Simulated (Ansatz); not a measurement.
The lowest singlet and triplet of CH2O (SMILES [CH]O); geometries from B3LYP-D3(BJ)/def2-TZVP, each state relaxed from the structure named, with no frequency check.
Singlet at the triplet's geometry (charge 0, multiplicity 1):
```xyz
4

C      0.6701     0.0753    -0.2974
O     -0.5461     0.0664     0.2428
H      1.5150    -0.4928     0.0966
H     -1.1663    -0.4905    -0.2548
```

A positive gap puts the triplet lower; no zero-point energy. R- takes a restricted singlet. The triplet is unrestricted in single-reference levels. Active spaces average the two states.

Frozen-core correlation.

Programs: Ansatz (an electronic-structure program) with Gaussian orbitals. 

### Question
What is the computed gap E(singlet) − E(triplet), vertical, at the triplet's geometry (FIC-MRCISD+Q on SA-CASSCF(2,2)/cc-pVQZ)?

### Answer
10.2 kcal/mol

### Question
What gap E(singlet) − E(triplet), vertical, at the triplet's geometry does R-HF/cc-pVDZ give?

### Answer
29.9 kcal/mol

### Question
Predict the gap E(singlet) − E(triplet), vertical, at the triplet's geometry from FIC-NEVPT4(SD) on SA-CASSCF(2,2)/cc-pVTZ.

### Answer
11.2 kcal/mol

Doubts at one or more of the structures used: a restricted determinant that unrestricted orbitals would lower (R-HF/cc-pVDZ).
